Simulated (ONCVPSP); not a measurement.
# Which change was made? (As, ONCV)

ONCVPSP 4.0.1 input, shortened (lines: element, Z, core and valence counts, functional; n l f; lmax; l rc ep ncon nbas qcut; lloc lpopt rc5 dvloc0; l nproj debl; icmod fcfact rcfact), LDA (Perdew-Wang 92), scalar-relativistic:

```
  As 33.00    6    2  -001012      upf
    1    0    2.00
    2    0    2.00
    2    1    6.00
    3    0    2.00
    3    1    6.00
    3    2   10.00
    4    0    2.00
    4    1    3.00
    1
    0    1.45    0.00    4    8    4.10
    1    1.55    0.00    4    9    4.50
    4    3    0.95    3.00
    0    2    1.00
    1    3    2.40
    2    0.25    1.10
```

Cutoffs, loose and tight: the cutoffs (Ha) at which the residual kinetic energy of the hardest occupied pseudo-wave falls to 1 and 0.1 mHa per electron. They do not see the model core or the augmentation charge, which bear on the density cutoff. Test errors are all-electron minus pseudo excitation energies from the reference, over the configurations 4s2 4p2; 4s2 4p1; 4s2 4p0; 4s0 4p5; variants that change the core or the reference have their own tests.

The base gives: outcome: generated; cutoff, loose: 13 Ha; cutoff, tight: 37 Ha; bound ghosts: p; GHOST(+) flags above zero: s, p; largest test error (meV): -55.

Task: After one change the result is: outcome: generated; cutoff, loose: 13 Ha; cutoff, tight: 37 Ha; bound ghosts: p; GHOST(+) flags above zero: s, p; largest test error (meV): -26. Which change was it?
A. core correction Teter function fitted to the true core (icmod 2), fcfact 1.24
B. core correction Teter function fitted to the true core (icmod 2), fcfact 0.56
C. core correction Teter function fitted to the true core (icmod 2), fcfact 0.84

Result: A. The others give: core correction Teter function fitted to the true core (icmod 2), fcfact 0.56 → outcome: generated; cutoff, loose: 13 Ha; cutoff, tight: 37 Ha; bound ghosts: p; GHOST(+) flags above zero: s, p; largest test error (meV): -43 | core correction Teter function fitted to the true core (icmod 2), fcfact 0.84 → outcome: generated; cutoff, loose: 13 Ha; cutoff, tight: 37 Ha; bound ghosts: p; GHOST(+) flags above zero: s, p; largest test error (meV): -33.
